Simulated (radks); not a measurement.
The numbers below are computed, except where a source is named.
Problem. Coherent X-ray form factor from a spherical all-electron density. Level of theory: scalar-relativistic Kohn-Sham, SCAN, spin-polarised, spherical densities, finite nucleus; meta-GGA in the generalised Kohn-Sham scheme; Fermi nuclear charge, rms radius of each element as measured or else 0.836 A^(1/3) + 0.57 fm (a radial shooting solver on a logarithmic mesh with Libxc functionals).

sin(theta)/lambda (1/angstrom),f0 (electrons)
0.05,40.924
0.1,40.698
0.15,40.325
0.2,39.814
0.25,39.173
0.3,38.415
0.4,36.600
0.5,34.490
0.6,32.212
0.8,27.624
1,23.552
1.25,19.625
1.5,16.856
2,13.093

The species is in the configuration that NIST lists as its ground one. Which atom or ion scatters so?

Solution. The ytterbium ion Yb29+, [Kr] 4d5. Extrapolating in s^2 from the first two rows gives f0(0) = 41.0, near the electron count 41; among species with that count, the fall with angle is slower the higher Z, and the table is that of Z = 70; from so few rows the species is fixed only to a neighbour or two.
